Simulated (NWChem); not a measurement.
# iodine monochloride (ICl); SMILES ClI

Program: NWChem. The level has its own optimisation; frequencies are unscaled.

Problem. Estimate the computed values for Hartree-Fock/3-21G (all-electron, non-relativistic). Quantities: r Cl–I (Å); highest harmonic frequency (cm⁻¹); zero-point energy (kcal/mol).

Solution. The r Cl–I (Å) is 2.492 and the highest harmonic frequency (cm⁻¹) comes out as 360. The zero-point energy (kcal/mol) is 0.5.
